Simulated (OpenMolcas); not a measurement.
P: Slater's ratio, thermal populations, worked from levels

* Program: OpenMolcas 26.06
* Basis: ANO-RCC-VQZP [6s5p3d2f1g]
* Scalar Hamiltonian: DKH2, point nucleus
* Active space: 3 electrons in 3 orbitals (3p)
* State averaging: 2S+1 = 4 odd, 1 root; 2S+1 = 2 odd, 8 roots
* Spin-orbit coupling: RASSI with atomic mean-field integrals over the reference wave functions, term energies averaged over their components

Methods: CASSCF; SS-CASPT2, IPEA 0.25 Eh, imaginary shift 0.1 Eh (closed shells correlated: 2s 2p 3s). Measured levels: NIST Handbook of Basic Atomic Spectroscopic Data.

**Slater's ratio.** With one set of orbitals, p3 has ²D° - ⁴S° = 9 F2 and ²P° - ²D° = 6 F2 (F2 = F²/25), a ratio of 2/3. Term energies are centres of gravity, weighted by 2J + 1.

```tsv
Source	²D° - ⁴S°	²P° - ⁴S°	F2 from the first	Ratio
CASSCF	15355	25387	1706	0.653
SS-CASPT2	11450	19649	1272	0.716
measured	11370	18740	1263	0.648
```

Energies in cm-1. A ratio away from 2/3 shows effects beyond one configuration with one set of orbitals, and in heavier atoms second-order spin-orbit shifts.

**Thermal populations.** Z = Σ (2J + 1) exp(-E/kT) with k = 0.695035 cm-1/K, over the levels below. No other level of either list lies under 55900 cm-1, which is above 7 kT at each temperature.

```tsv
Level	2J + 1	SS-CASPT2	measured
3s² 3p³ ⁴S°_3/2	4	0.0	0.0
3s² 3p³ ²D°_3/2	4	11450	11361
3s² 3p³ ²D°_5/2	6	11450	11377
3s² 3p³ ²P°_1/2	2	19640	18723
3s² 3p³ ²P°_3/2	4	19650	18748
```

```json
{"T (K)": "5000", "Z, SS-CASPT2": "4.392", "Z, measured levels": "4.407", "Ground level (%), SS-CASPT2": "91.1", "Ground level (%), measured levels": "90.8"}
{"T (K)": "8000", "Z, SS-CASPT2": "5.451", "Z, measured levels": "5.500", "Ground level (%), SS-CASPT2": "73.4", "Ground level (%), measured levels": "72.7"}
```

At 8000 K, kT = 5560 cm-1, and the computed levels give Z = 4.000 + 0.510 + 0.765 + 0.058 + 0.117 = 5.451.

CASPT2 does not keep the components of a term degenerate, so their means are used; among the terms shown or strongly mixed into the levels shown the widest spread is 130 cm-1 (3s² 3p³ ²D°, SS-CASPT2). With the s shell closed, the reference lacks s² → p² mixing. Without dynamic correlation excited terms often stand tens of per cent too high (terms of higher spin than the ground term too low), and those without a measured partner can miss by more than the paired ones (holds for CASSCF). Computed and measured levels are paired by configuration, term and J; levels that our copy of the source lacks, or whose pairing is in doubt (as where it misses far off the trend of its configuration), stay unpaired and out of the deviations. Levels of configurations outside the active space are missing.

° marks odd parity.
